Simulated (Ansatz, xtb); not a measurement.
Relative energy of two isomers of C5H9NS2

Structure a: `CS/C=C/CC(N)=S`, a singlet. Structure b: `CCCSSCC#N`, a singlet. Both are isolated molecules in the gas phase, relaxed with PBE0-D3(BJ)/def2-SVP; each stands in its lowest conformer found.

a (Å):

```xyz
17

C     1.3887   -0.6275   -1.6442
C    -0.7820    1.0111   -1.1792
C    -0.3510    1.2207    0.0756
C    -1.0762    2.0796    1.0650
C    -1.7364    1.3146    2.2023
N    -2.1981    0.1048    1.8623
S    -0.0800    0.0373   -2.4409
S    -1.9126    1.9612    3.7083
H     1.8895   -1.2549   -2.3936
H     1.1280   -1.2489   -0.7744
H     2.0725    0.1770   -1.3355
H    -1.6970    1.5046   -1.5300
H     0.5644    0.7380    0.4331
H    -1.8752    2.6521    0.5623
H    -0.4075    2.8192    1.5269
H    -2.6738   -0.4515    2.5610
H    -2.0361   -0.2662    0.9323
```

b (Å):

```xyz
17

C    -2.4879    1.3800    0.4426
C    -1.0386    1.2189    0.8752
C    -0.0726    1.8170   -0.1295
C     2.5290   -0.7070   -1.3359
C     1.4499   -0.5587   -2.2978
N     0.5730   -0.4141   -3.0396
S     1.6862    1.6753    0.3341
S     2.0122   -0.3537    0.3854
H    -2.6720    0.8896   -0.5263
H    -2.7624    2.4416    0.3353
H    -3.1730    0.9326    1.1782
H    -0.8722    1.6868    1.8598
H    -0.8005    0.1486    0.9949
H    -0.2071    2.9098   -0.2146
H    -0.2134    1.3943   -1.1355
H     2.8887   -1.7490   -1.3341
H     3.3703   -0.0518   -1.6068
```

Which of the two would you expect CCSD(T)/def2-SVP + ΔMP2/def2-TZVPP electronic energies to favour?

Structure b; the calculation gives E(b) − E(a) = −0.309 eV.

The same difference at several levels:

```csv
level,geometry,E(b) − E(a) (eV),departure from the last row (eV),"job, with rough time for the two"
PBE0-D3(BJ)/def2-SVP,PBE0-D3(BJ)/def2-SVP,+0.106,+0.415,"optimisation, 70 s"
HF/def2-SVP,PBE0-D3(BJ)/def2-SVP,−0.254,+0.055,part of the CCSD(T) run
MP2/def2-SVP,PBE0-D3(BJ)/def2-SVP,−0.311,−0.003,part of the CCSD(T) run
CCSD(T)/def2-SVP,PBE0-D3(BJ)/def2-SVP,−0.288,+0.021,single point
CCSD(T)/def2-SVP + ΔMP2/def2-TZVPP,PBE0-D3(BJ)/def2-SVP,−0.309,,"single point, 2.4 min"
```

As drawn, b has 1 C–C, 1 S–S, 1 C≡N, 2 C–H in place of 1 C=C, 1 C–N, 1 C=S, 2 N–H.

PBE0-D3(BJ)/def2-SVP puts the two in the other order. The largest departure from CCSD(T)/def2-SVP + ΔMP2/def2-TZVPP is that of PBE0-D3(BJ)/def2-SVP, 0.415 eV. Levels run at GFN2-xTB geometries aren't shown. The last row adds to CCSD(T) the change of the MP2 difference between the two basis sets, here −0.021 eV.

With thermal terms from frequencies at re-optimised GFN2-xTB minima (ideal gas, soft modes damped towards free rotors, one conformer each, 298.15 K, 1 atm): on the last row, ΔE + ΔZPE = −0.285, ΔH = −0.282, ΔG = −0.296 eV.

The correlated steps freeze 16 core orbitals. Run with Ansatz 0.2.0, xtb 6.7.1; the last row on 4 threads of Arm Neoverse V2 on a shared host.
